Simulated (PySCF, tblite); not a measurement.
Compound: C6H14OSSi.
Numbering: `[CH3:1][CH2:2][O:3][C@@H:4]1[C@@H:5]([CH3:6])[Si@@H:7]1[S:8][CH3:9]` (hydrogens: H10, H11, H12 on C1; H13, H14 on C2; H15 on C4; H16 on C5; H17, H18, H19 on C6; H20 on Si7; H21, H22, H23 on C9)

Cartesian coordinates in Å at the GFN2-xTB level; atoms count from 1:
```
atom  x, y, z in Å
C1     1.8920    2.4111    0.2682
C2     1.6008    0.9566    0.5978
O3     0.2001    0.7888    0.7168
C4    -0.1812   -0.5326    0.9768
C5    -0.2036   -1.5184   -0.2244
C6     0.4818   -2.8501   -0.0347
Si7   -1.9097   -1.1193    0.4825
S8    -3.3063    0.1588   -0.4995
C9    -2.2082    1.3438   -1.3487
H10    1.4743    3.0544    1.0379
H11    1.4416    2.6755   -0.6851
H12    2.9652    2.5711    0.2122
H13    1.9924    0.2985   -0.1920
H14    2.0830    0.6717    1.5460
H15    0.3011   -0.9342    1.8709
H16    0.0769   -1.0399   -1.1601
H17    0.2165   -3.5392   -0.8339
H18    1.5655   -2.7287   -0.0336
H19    0.1877   -3.2959    0.9127
H20   -2.6333   -2.0636    1.3011
H21   -1.8358    0.8910   -2.2623
H22   -2.8127    2.2129   -1.5852
H23   -1.3930    1.6146   -0.6874
```

Method: PBE0/pcSseg-1 in PySCF (dipole) on a GFN2-xTB geometry, gas phase.

Masses are those of the commonest isotopes; rigid-rotor values at the optimised geometry. The values belong to one conformer with, in the numbering `[CH3:1][CH2:2][O:3][C@@H:4]1[C@@H:5]([CH3:6])[Si@@H:7]1[S:8][CH3:9]`, C1–C2–O3–C4 178°, C2–O3–C4–C5 -79°, C5–Si7–S8–C9 -32°.

Problem. What are A, B and C (MHz)?

Solution. Ia = 387.20, Ib = 612.39, Ic = 890.52 u·Å²; 505379 MHz·u·Å²/I gives A = 1305, B = 825.3, C = 567.5 MHz.

Problem. What kind of rotor is it?

Solution. An asymmetric top: κ = (2 × 825.3 − 1305 − 567.5)/(1305 − 567.5) = -0.30.

Problem. What does the inertial defect say?

Solution. Not planar: Δ = Ic − Ia − Ib = -109.07 u·Å². For a rigid frame Δ = −2 Σ m c², so Σ m c² = 54.54 u·Å² lies off the ab plane: 17.07 from hydrogen and 37.47 from heavier atoms. The atom farthest from that plane is 1.90 Å away.

Problem. Where do the levels up to J = 3 lie, in MHz?

Solution. Above 0(0,0):
J = 1: 1(0,1) 1393, 1(1,1) 1873, 1(1,0) 2130
J = 2: 2(0,2) 4099, 2(1,2) 4401, 2(1,1) 5174, 2(2,1) 6614, 2(2,0) 6693
J = 3: 3(0,3) 8000, 3(1,3) 8148, 3(1,2) 9679, 3(2,2) 10792, 3(2,1) 11149, 3(3,1) 13880, 3(3,0) 13896
Those of J = 1 are B + C, A + C and A + B.

Problem. Which lines would a microwave search look for?

Solution. The dipole components are |μa| = 2.24 D, |μb| = 0.71 D, |μc| = 1.04 D. Intensities carry the squares of the components, which stand as 1.00 : 0.10 : 0.21 (a : b : c). Some lines, for components of 0.1 D or more:

| type | branch | J(Ka,Kc) | MHz | lower level (cm⁻¹) |
| --- | --- | --- | --- | --- |
| c | Q | 1(1,1) ← 1(0,1) | 480 | 0.046 |
| a | Q | 2(1,1) ← 2(1,2) | 773 | 0.147 |
| b | R | 1(1,1) ← 0(0,0) | 1873 | 0.000 |
| a | Q | 4(1,3) ← 4(1,4) | 2471 | 0.436 |
| b | Q | 4(3,1) ← 4(2,2) | 2475 | 0.574 |
| c | Q | 3(3,1) ← 3(2,1) | 2731 | 0.372 |
| b | Q | 3(3,0) ← 3(2,1) | 2747 | 0.372 |
| b | Q | 3(3,1) ← 3(2,2) | 3088 | 0.360 |
| b | R | 3(0,3) ← 2(1,2) | 3599 | 0.147 |
| a | R | 3(1,3) ← 2(1,2) | 3748 | 0.147 |
| b | R | 3(1,3) ← 2(0,2) | 4049 | 0.137 |
| a | R | 4(1,4) ← 3(1,3) | 4934 | 0.272 |
| b | R | 4(1,4) ← 3(0,3) | 5083 | 0.267 |
| b | R | 3(2,2) ← 2(1,1) | 5618 | 0.173 |
| a | R | 4(3,2) ← 3(3,1) | 5693 | 0.463 |
| a | R | 4(3,1) ← 3(3,0) | 5783 | 0.464 |
| a | R | 4(1,3) ← 3(1,2) | 5875 | 0.323 |
| b | R | 3(2,1) ← 2(1,2) | 6748 | 0.147 |
| c | R | 3(3,0) ← 2(2,0) | 7203 | 0.223 |
| b | R | 3(3,0) ← 2(2,1) | 7282 | 0.221 |
| c | R | 4(2,3) ← 3(1,3) | 8152 | 0.272 |
| b | R | 4(4,1) ← 3(3,0) | 9836 | 0.464 |

Its GFN2-xTB frequencies are all real (lowest 42 cm⁻¹). Constants of a rigid frame at the computed geometry: no zero-point averaging, no centrifugal distortion. A rigid rotor knows nothing of internal rotation, which can split or shift real lines.
